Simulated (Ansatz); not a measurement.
Molecule: WF3 (charge 0, quartet). The spin state was set by rule; other spins were not relaxed. SMILES: [F][W]([F])[F]
Geometry: optimised at B3LYP-D3(BJ)/def2-TZVP (Ansatz, an electronic-structure program).

Computed values are from Ansatz. Correlated levels leave the core frozen unless marked. UHF or UKS for open shells. Spin-orbit coupling is left out. Frozen are the shells of the preceding noble gas and the d and f shells that filled before the atom's block. In def2 rows, elements after Kr have scalar-relativistic effective core potentials. CBS(X,Y): correlation extrapolated as X^-3; Hartree-Fock from the larger set. The bracket is a focal-point correction in the basis named.

### Question
What is the dipole moment at CCSD(T)/def2-SVPD?

### Answer
0.00 D.

### Question
What is the T1 diagnostic at CCSD/def2-TZVPP?

### Answer
0.021.

### Question
What is the atomisation energy De at RI-MP2/CBS(def2-TZVPP,def2-QZVPP)+[CCSD(T)-MP2]/def2-TZVPP?

### Answer
399.0 kcal/mol.

### Question
What is the total energy at RI-MP2/CBS(def2-TZVPP,def2-QZVPP)+[CCSD(T)-MP2]/def2-TZVPP?

### Answer
-366.0821 Eh.
